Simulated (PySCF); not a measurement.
Atom-mapped SMILES (the numbers label the heavy atoms): `[CH3:1]/[N:2]=[CH:3]\[c:4]1[cH:5][cH:6][n:7][cH:8][cH:9]1` (H(Xn): hydrogen on atom n).

GIAO PBE0/pcSseg-1 shifts (PySCF 2.14, gas phase, non-relativistic, equivalent atoms averaged), each against references optimised in the same way as the molecule (TMS, NH3).

On the GFN2-xTB geometry: C3 164.7, C6/C8 156.4, C4 145.1, C5/C9 126.9, C1 43.2, N2 395.9, N7 364.4, H(C6)/H(C8) 9.12, H(C3) 8.81, H(C5)/H(C9) 7.19, H(C1) 3.81 ppm.

**Question.** What changes on the PBE0-D3(BJ)/def2-SVP geometry?

**Answer.** 
```
      atoms  δ (ppm)  change
         C3    164.6    -0.1
      C6/C8    156.3    -0.1
         C4    142.4    -2.7
      C5/C9    127.3    +0.4
         C1     42.5    -0.7
         N2    398.8    +2.9
         N7    368.3    +3.9
H(C6)/H(C8)     8.94   -0.18
      H(C3)     8.56   -0.25
H(C5)/H(C9)     7.03   -0.16
      H(C1)     3.70   -0.11
```

Bonds between heavy atoms that differ most (equivalent bonds averaged): N2–C3 1.257 → 1.268 Å, C6–N7 1.322 → 1.330 Å, C3–C4 1.477 → 1.486 Å, C5–C6 1.385 → 1.393 Å, C4–C5 1.394 → 1.400 Å. Mean change of bonds to hydrogen: C–H +0.013 Å.
